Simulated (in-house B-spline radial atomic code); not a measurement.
A fraction x of an electron is removed from 3d in Sc II (Sc+), starting from [Ar] 3d1 4s1 and keeping the highest spin. All numbers are computed (scalar-relativistic (X2C) PW91, spin-polarised, spherical fractional occupations; Fermi nucleus of rms radius 3.5459 fm) with a radial B-spline atomic code at the basis-set limit, not measured.

| x | E(x) - E(0) (eV) | 3d up level (eV) |
| --- | --- | --- |
| 0 | 0.0000 | -10.521 |
| 0.08 | 0.8769 | -11.405 |
| 0.13 | ? | ? |
| 0.28 | 3.3863 | -13.713 |
| 0.5 | 6.6962 | -16.402 |
| 0.51 | 6.8609 | -16.528 |
| 0.71 | ? | ? |
| 0.77 | 11.5924 | -19.900 |
| 0.89 | 14.0772 | -21.520 |
| 1 | 16.5276 | - |

Problem. What belongs in the row x = 0.13?

Solution. An energy change of 1.4612 eV; 3d up at -11.969 eV.

Problem. What belongs in the row x = 0.71?

Solution. An energy change of 10.4223 eV; 3d up at -19.105 eV.

Problem. Check Janak's theorem between x = 0.28 and 0.5.

Solution. The slope of the energy is 15.05 eV; the orbital levels give 15.06 eV (-ε of the emptying orbital, averaged over the two points).
